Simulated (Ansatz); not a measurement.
`CB[SiH2]O` + H₂ → `CB[SiH3]` + H₂O at 400 K and 1 bar (hydrogenolysis of the Si–O bond).

Calculated with Ansatz (gas phase, PBE0-D4/def2-TZVP geometries, no zero-point term in ΔE). CBS: MP2 limit from def2 TZ/QZ plus the TZ coupled-cluster correction, frozen cores. This one scheme is used for every species. One conformer a species, not always the lowest.

```tsv
species	CCSD(T)/CBS energy (Eh)	H − E (kJ/mol)	S (J/(mol·K))
`CB[SiH2]O`	-431.33160	241.2	378.0
H₂	-1.17544	38.0	139.0
`CB[SiH3]`	-356.10570	218.4	345.4
H₂O	-76.37941	69.8	198.6
```

H − E and S are ideal-gas, rigid-rotor, harmonic terms from PBE0-D4/def2-TZVP, for one conformer and one mirror image of each species. The MP2-based limit puts H₂ 0.8 mEh under its directly extrapolated value; such offsets cancel only in part. 1 Eh = 2625.50 kJ/mol, R = 8.31446 J/(mol·K).

Problem. By hand: ΔE, ΔH, ΔS and ΔG.

Solution. ΔE = (-356.10570) + (-76.37941) − (-431.33160) − (-1.17544) = 0.02193 Eh = 57.6 kJ/mol. Δ(H − E) = 218.4 + 69.8 − 241.2 − 38.0 = 9.0, so ΔH = 66.6 kJ/mol. ΔS = 345.4 + 198.6 − 378.0 − 139.0 = 27.0 J/(mol·K). ΔG = 66.6 − 400 × (27.0)/1000 = 55.8 kJ/mol.

Problem. By hand: the equilibrium constant, and the temperature at which ΔG would vanish if ΔH and ΔS stayed fixed.

Solution. log₁₀ K = −ΔG/(RT ln 10) = -7.3. ΔG = 0 at ΔH/ΔS = 2467 K.

ΔH outweighs TΔS. A doubt of 5 kJ/mol in ΔE shifts log₁₀ K by 0.7 here. Other conformers and mirror images would add mixing entropy, several J/(mol·K) or more a flexible species. Modes under 60 cm⁻¹, often nearly free rotors, make the harmonic entropy too high. These are equilibria of isolated gas molecules and say nothing of rates. Largest T1 diagnostic: 0.012 (customary marks: 0.02 for closed shells, 0.045 for open ones).
